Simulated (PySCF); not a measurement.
Isomers of C3H5B.

All values: PBE0/pcSseg-1 (PySCF) at PBE0-D3(BJ)/def2-SVP geometries, gas phase, one conformer each.

**Question.** Rank by dipole moment, highest first.
A. `[BH2:1][CH2:2][C:3]#[CH:4]` with H–B1–C2–C3 5° and -176°
B. `BC#CC`
C. `[BH2:1][CH:2]1[CH:3]=[CH:4]1` with H–B1–C2–C3 28° and -152°

**Answer.** B (2.28 D), C (1.58 D), A (0.79 D).

All values together:

| SMILES | μ (D) | HOMO (eV) | LUMO (eV) | lowest IAO charge (e) | highest IAO charge (e) | lowest Hirshfeld charge (e) | highest Hirshfeld charge (e) |
| --- | --- | --- | --- | --- | --- | --- | --- |
| BC1C=C1 | 1.58 | -7.31 | -1.31 | -0.264 (C) | +0.181 (H) | -0.123 (C) | +0.123 (B) |
| BC1=CC1 | 0.89 | -7.33 | -1.97 | -0.251 (C) | +0.171 (H) | -0.084 (C) | +0.145 (B) |
| BCC#C | 0.79 | -7.54 | -1.60 | -0.427 (C) | +0.198 (H) | -0.137 (C) | +0.181 (B) |
| BC#CC | 2.28 | -7.46 | -2.03 | -0.430 (C) | +0.180 (H) | -0.140 (C) | +0.138 (B) |

Conformers: `[BH2:1][CH:2]1[CH:3]=[CH:4]1` with H–B1–C2–C3 28° and -152°; `[BH2:1][C:2]1=[CH:3][CH2:4]1` with H–B1–C2–C3 -65° and 116°; `[BH2:1][CH2:2][C:3]#[CH:4]` with H–B1–C2–C3 5° and -176°.
